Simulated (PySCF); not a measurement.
C₂H₆ClNSe, SMILES CN(C)[Se]Cl.

The structure is a stationary point at B3LYP-D3(BJ)/def2-SVP. Other conformers were not sampled.

Two levels are set side by side: TDDFT-PBE/def2-SVPD (PySCF) and TDDFT-ωB97X/def2-SVPD (PySCF). Vertical, same geometry. The lowest singlet is HOMO→LUMO 100 % with PBE and HOMO→LUMO 98 % with the other functional; states are paired by order. Differences are taken from unrounded values.

```json
[
 {"quantity": "lowest singlet excitation (eV)", "TDDFT-ωB97X": "3.02", "TDDFT-PBE": "2.82", "TDDFT-PBE minus TDDFT-ωB97X": "-0.19"},
 {"quantity": "lowest triplet excitation (TDA) (eV)", "TDDFT-ωB97X": "2.33", "TDDFT-PBE": "2.19", "TDDFT-PBE minus TDDFT-ωB97X": "-0.14"},
 {"quantity": "first bright state (f over 0.05) (eV)", "TDDFT-ωB97X": "5.09", "TDDFT-PBE": "4.27", "TDDFT-PBE minus TDDFT-ωB97X": "-0.83"},
 {"quantity": "its oscillator strength", "TDDFT-ωB97X": "0.11", "TDDFT-PBE": "0.09", "TDDFT-PBE minus TDDFT-ωB97X": "-0.01"}
]
```

A lower first singlet is the usual sign of a functional without exact exchange. Differences between two approximate levels are no errors against the true value.

Rough cost on one machine, each run with all the roots and properties that it gave: TDDFT-ωB97X against TDDFT-PBE about 10 times.
